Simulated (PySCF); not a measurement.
Species: 3-fluorostyrene, C8H7F.
SMILES: `C=Cc1cccc(F)c1`

Torsions of this conformer, `[CH2:1]=[CH:2][c:3]1[cH:4][cH:5][cH:6][c:7]([F:8])[cH:9]1`: C1–C2–C3–C4 180°.

The closed-shell ground state was solved at several levels (PySCF, density fitting, gas phase, non-relativistic). One conformer (not necessarily the lowest) at the GFN2-xTB geometry, without solvent, vibrations or thermal averaging.

```tsv
level	basis functions	HOMO (eV)	LUMO (eV)	gap (eV)	dipole (D)
PBE0/pcSseg-1	188	-6.85	-1.35	5.50	1.56
PBE0/def2-SVPD	239	-6.86	-1.39	5.47	1.62
```

(1) What might B3LYP/def2-SVPD (239 basis functions) give for the same quantities?

(2) Over all these levels, which gives the widest orbital gap and which the narrowest?

(3) How far do the dipole and the HOMO energy spread over the levels?

## Answers

(1) HOMO -6.64 eV, LUMO -1.56 eV, gap 5.08 eV, dipole 1.64 D.

(2) PBE0/pcSseg-1 (global hybrid, 25 % exact exchange) has the widest, 5.50 eV, and B3LYP/def2-SVPD (global hybrid, 20 % exact exchange) the narrowest, 5.08 eV. Functional and basis both differ between the two, so the spread mixes both effects.

(3) The dipole runs from 1.56 to 1.64 D (mean 1.61 D) and the HOMO from -6.86 to -6.64 eV.
